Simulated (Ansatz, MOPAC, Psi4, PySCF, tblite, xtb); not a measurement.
Dimer BBr3 ··· H3N (SMILES BrB(Br)Br and N) at R = 2.71 Å between the centres of mass, closest contact 2.64 Å (a higher rigid-body minimum at GFN2-xTB). Geometry in Å and degrees:

```
N
H 1 1.0136
H 1 1.0136 2 107.33
H 1 1.0136 2 107.33 3 115.10
B 1 2.6410 2 111.10 3 -110.02
Br 5 1.9073 1 88.82 2 164.42
Br 5 1.9074 6 120.01 3 -112.18
Br 5 1.9074 6 119.98 3 67.78
```

- GFN2-xTB (tblite)
- SAPT0/jun-cc-pVDZ, frozen core (Psi4)
- B3LYP/def2-TZVP, counterpoise-corrected (Psi4)
- B3LYP-D3(BJ)/def2-TZVP, counterpoise-corrected (Psi4)
- PBE/def2-TZVP, counterpoise-corrected (Psi4)
- PBE-D3(BJ)/def2-TZVP, counterpoise-corrected (Psi4)
- wB97M-V/def2-TZVP, counterpoise-corrected (Psi4)
- HF/aug-cc-pVTZ, counterpoise-corrected (Psi4)
- MP2/aug-cc-pVTZ = DF-MP2/aug-cc-pVTZ, frozen core, counterpoise-corrected run with Psi4 1.11
- SCS-MP2/aug-cc-pVTZ = DF-SCS-MP2/aug-cc-pVTZ, frozen core, counterpoise-corrected (Psi4)
- RHF/aug-cc-pVDZ, counterpoise-corrected (Ansatz, an electronic-structure program)
- MP2/aug-cc-pVDZ = MP2 on RHF/aug-cc-pVDZ, cores with 3d frozen, counterpoise-corrected (Ansatz)
- CCSD/aug-cc-pVDZ = CCSD on RHF/aug-cc-pVDZ, cores with 3d frozen, counterpoise-corrected (Ansatz)
- CCSD(T)/aug-cc-pVDZ = CCSD(T) on RHF/aug-cc-pVDZ, cores with 3d frozen, counterpoise-corrected run with Ansatz
- PM6, restricted, heats of formation (MOPAC)
- AM1, restricted, heats of formation (MOPAC)
- GFN1-xTB (xtb)
- RKS-B3LYP/6-31G* = restricted B3LYP/6-31G*, spherical d, no counterpoise correction (PySCF)
- RMP2/6-31G* = restricted MP2 (frozen core)/6-31G*, spherical d, no counterpoise correction (PySCF)
- RHF/6-31G* = restricted Hartree-Fock/6-31G*, spherical d, no counterpoise correction (PySCF 2.14.0)
- RHF/STO-3G = restricted Hartree-Fock/STO-3G, no counterpoise correction (PySCF 2.14.0)

Problem. What interaction energy does each level give?

Solution. 
```json
[
 {"method": "PM6", "E_int / kJ/mol": "-56.12"},
 {"method": "GFN2-xTB", "E_int / kJ/mol": "-37.58"},
 {"method": "RMP2/6-31G*", "E_int / kJ/mol": "-24.92"},
 {"method": "RHF/STO-3G", "E_int / kJ/mol": "-21.19"},
 {"method": "SAPT0/jun-cc-pVDZ", "E_int / kJ/mol": "-18.05"},
 {"method": "wB97M-V/def2-TZVP", "E_int / kJ/mol": "-16.05"},
 {"method": "RKS-B3LYP/6-31G*", "E_int / kJ/mol": "-13.13"},
 {"method": "MP2/aug-cc-pVTZ", "E_int / kJ/mol": "-13.10"},
 {"method": "PBE-D3(BJ)/def2-TZVP", "E_int / kJ/mol": "-12.55"},
 {"method": "B3LYP-D3(BJ)/def2-TZVP", "E_int / kJ/mol": "-12.29"},
 {"method": "RHF/6-31G*", "E_int / kJ/mol": "-8.88"},
 {"method": "AM1", "E_int / kJ/mol": "-8.83"},
 {"method": "MP2/aug-cc-pVDZ", "E_int / kJ/mol": "-7.98"},
 {"method": "GFN1-xTB", "E_int / kJ/mol": "-7.49"},
 {"method": "SCS-MP2/aug-cc-pVTZ", "E_int / kJ/mol": "-7.24"},
 {"method": "CCSD(T)/aug-cc-pVDZ", "E_int / kJ/mol": "-4.57"},
 {"method": "PBE/def2-TZVP", "E_int / kJ/mol": "-3.06"},
 {"method": "CCSD/aug-cc-pVDZ", "E_int / kJ/mol": "-3.04"},
 {"method": "B3LYP/def2-TZVP", "E_int / kJ/mol": "4.26"},
 {"method": "RHF/aug-cc-pVDZ", "E_int / kJ/mol": "6.69"},
 {"method": "HF/aug-cc-pVTZ", "E_int / kJ/mol": "7.75"}
]
```
